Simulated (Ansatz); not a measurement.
Consider the substitution at a C–O bond: `FC(F)(F)O[SiH](Cl)Cl` + `C=CCS` → `C=CCSC(F)(F)F` + `O[SiH](Cl)Cl`.

Gas-phase electronic energies from Ansatz, PBE0-D4/def2-TZVP geometries. CCSD(T)/CBS is the MP2 limit (def2-TZVPP, def2-QZVPP) plus CCSD(T) − MP2 in def2-TZVPP, frozen cores. This one scheme is used for every species. One conformer a species, not always the lowest.

`FC(F)(F)O[SiH](Cl)Cl`:

Z-matrix (Å, degrees):
```
C
F 1 1.330
F 1 1.341 2 107.5
F 1 1.324 2 108.2 3 -116.5
O 1 1.338 2 111.5 3 122.8
Si 5 1.654 1 129.0 2 -91.2
Cl 6 2.024 5 110.1 1 54.7
Cl 6 2.019 5 104.5 1 173.9
H 6 1.467 5 110.8 1 -67.0
```

`C=CCS`:

```xyz
10

C    -0.581   -0.472    1.501
C    -0.215    0.315    0.500
C    -0.064   -0.135   -0.910
S     1.646   -0.017   -1.526
H    -0.796   -1.524    1.345
H    -0.675   -0.096    2.513
H     0.000    1.364    0.692
H    -0.326   -1.190   -1.009
H    -0.711    0.431   -1.584
H     1.722    1.324   -1.522
```

`C=CCSC(F)(F)F`:

```xyz
13

C     1.364   -0.141   -1.453
C     1.296   -0.258   -0.135
C     0.252   -1.053    0.564
S    -0.738   -0.111    1.762
C    -1.623    0.992    0.645
F    -0.870    1.976    0.152
F    -2.153    0.349   -0.400
F    -2.617    1.554    1.334
H     0.638   -0.619   -2.102
H     2.145    0.441   -1.928
H     2.021    0.244    0.499
H     0.703   -1.823    1.198
H    -0.419   -1.552   -0.137
```

`O[SiH](Cl)Cl`:

Z-matrix (Å, degrees):
```
Si
Cl 1 2.042
Cl 1 2.041 2 107.4
O 1 1.621 2 111.2 3 -121.9
H 1 1.467 2 109.8 3 119.4
H 4 0.959 1 119.4 2 59.9
```

```
               species  MP2/def2-TZVPP energy (Eh)
`FC(F)(F)O[SiH](Cl)Cl`                 -1621.57702
               `C=CCS`                  -515.33534
       `C=CCSC(F)(F)F`                  -851.97715
        `O[SiH](Cl)Cl`                 -1284.93387
```

**Question.** Work out ΔE.

**Answer.** ΔE = (-851.97715) + (-1284.93387) − (-1621.57702) − (-515.33534) = 0.00134 Eh = +3.5 kJ/mol. CCSD(T)/CBS gives +1.6 kJ/mol.

Largest T1 diagnostic among the species: 0.012.

In def2-TZVPP, CCSD(T) changes the Hartree–Fock value by −22.0 kJ/mol (the triples alone add −4.2 kJ/mol) and MP2 by −27.6 kJ/mol. From PBE to PBE0 (25 % exact exchange), in def2-TZVPP and without D4, ΔE moves by +9.4 kJ/mol.
